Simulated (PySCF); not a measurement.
A GIAO shielding run with PySCF (density fitting, non-relativistic, gas phase) on `C=N[SiH2]CCN`, C3H10N2Si:

```
$ OMP_NUM_THREADS=1 python probes_run.py task.json out

{"job": {"kind": "nmr", "xc": "PBE0", "basis": "pcSseg-1"}, "charge": 0, "multiplicity": 1}
C      3.025508     1.071420     0.402638
N      2.049730     0.296152     0.373344
Si     1.047099    -0.353255    -0.867305
C     -0.704055     0.226709    -0.398130
C     -1.499021    -0.846389     0.351486
N     -2.829989    -0.438599     0.764320
H      3.474441     1.330551     1.359161
H      3.487119     1.528359    -0.477925
H      1.341149     0.031880    -2.256856
H      1.217606    -1.795456    -0.698330
H     -0.648633     1.120697     0.227728
H     -1.255790     0.505776    -1.298906
H     -1.611213    -1.728472    -0.284697
H     -0.955485    -1.146272     1.250180
H     -2.771209     0.360050     1.388369
H     -3.374856    -0.154207    -0.044038
```

Hardware: 1 thread of an Arm Neoverse N1, shared host. The job also computes population analyses, field gradients.

(1) How large is the calculation?

(2) How long does it take, and how much memory does it need?

Answers

(1) 56 electrons, 159 basis functions and 838 auxiliary functions.

(2) 42 s of wall time, with 13 SCF cycles and 5 response iterations; peak memory 0.73 GiB. Times on a shared host scatter by some tens of per cent.
